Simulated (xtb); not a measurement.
Species: C2H2F2, SMILES `F/C=C\F` (charge 0, multiplicity 1).

### Question
Give a relaxed geometry from GFN2-xTB (xtb).

### Answer
the end point of this relaxation (outside a Z-matrix the atoms follow the SMILES, hydrogens last).
Cartesian coordinates (Å) in one orientation:
```xyz
6

F      1.408     1.030    -0.066
C      0.660    -0.074    -0.019
C     -0.661    -0.063     0.022
F     -1.393     1.053     0.022
H      1.241    -0.983    -0.018
H     -1.255    -0.962     0.060
```
